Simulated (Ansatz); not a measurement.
C₂H₃BOSe (`C=C1OB1[SeH]`). The species carries charge 0 and has multiplicity 1. Correlated methods include outer-core shells of Se, which these sets cover unevenly. Scalar relativity is left out up to krypton.

Cartesian coordinates in Å:
```
C -0.062 1.859 -0.134
C -0.019 0.550 -0.039
O 0.385 -0.452 -0.988
B -0.030 -0.896 0.230
Se -0.281 -2.518 1.191
H -0.402 2.441 0.711
H 0.235 2.373 -1.040
H 0.174 -3.355 0.070
```

(1) Give the diagnostics of a CCSD(T)/def2-TZVPP run (frozen core, Ansatz). (An estimate is asked.)

## Answers

(1) Computed: T1 = 0.0138, largest single amplitude 0.048, largest double 0.052, (T) share of the correlation energy 4.4 %, 10 CCSD cycles. The RHF solution is stable towards an unrestricted one. T1 lies under the customary mark of 0.02 for closed shells.
